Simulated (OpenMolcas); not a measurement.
An atom or ion with 24 electrons was computed by MS-RASPT2, IPEA 0.25 Eh, imaginary shift 0.1 Eh with spin-orbit coupling (OpenMolcas, ANO-RCC-VTZP, DKH2). The lowest levels that the run gave, each within 12 % of the measured value where one is at hand:

| J | Parity | E (cm⁻¹) | g |
| --- | --- | --- | --- |
| 4 | even | 0.0 | 1.500 |
| 3 | even | 862 | 1.501 |
| 2 | even | 1448 | 1.501 |
| 1 | even | 1822 | 1.501 |
| 0 | even | 2000 |  |
| 2 | even | 26800 | 1.499 |
| 6 | even | 27460 | 1.166 |
| 5 | even | 27860 | 1.038 |
| 4 | even | 28110 | 0.825 |
| 1 | even | 29320 | 1.499 |
| 4 | even | 29680 | 1.219 |
| 3 | even | 30120 | 1.071 |

Question: Which ion is it, and what are the configurations and terms?

Answer: Ni⁴⁺ (Z = 28, charge +4; active space 12 electrons in 8 orbitals (RAS1 3p, at most 2 holes; RAS2 3d)). J, parity and g give the terms where levels are pure, and mixed ones are named by the computed weights; the size of the splittings, set against known spectra of the 24-electron sequence, gives the charge. In order, with the measured energies in cm⁻¹ (Corliss and Sugar, J. Phys. Chem. Ref. Data 10, 197 (1981)): 3d⁶ ⁵D₄, 3d⁶ ⁵D₃ (890), 3d⁶ ⁵D₂ (1490), 3d⁶ ⁵D₁ (1872), 3d⁶ ⁵D₀ (2058), 3d⁶ ³P₂(1) (26153), 3d⁶ ³H₆ (27111), 3d⁶ ³H₅ (27578), 3d⁶ ³H₄ (27859), 3d⁶ ³P₁(1) (28698), 3d⁶ ³F₄(1) (29124), 3d⁶ ³F₃(1) (29571).

CASPT2 does not keep the components of a term degenerate, so their means are used; among the terms shown or strongly mixed into the levels shown the widest spread is 310 cm-1 (3d⁶ ³H). Active for correlation alone: 3p; no level in the range computed is led by a configuration that opens it, so any true level of that kind is missing. The CASPT2 spread within a term exceeds the gap to the next term for 3d⁶ ³H and 3d⁶ ³P(1), so the order of their levels is uncertain. Measured partners are found by configuration, term and J. A level has none where our copy of the source lacks it or the pairing is in doubt (some pairs that miss far off the trend of their configuration count as doubtful), and it then counts in no deviation. Levels of configurations outside the active space are missing.

A number in round brackets counts repeated terms of one configuration in the order of the reference energies.
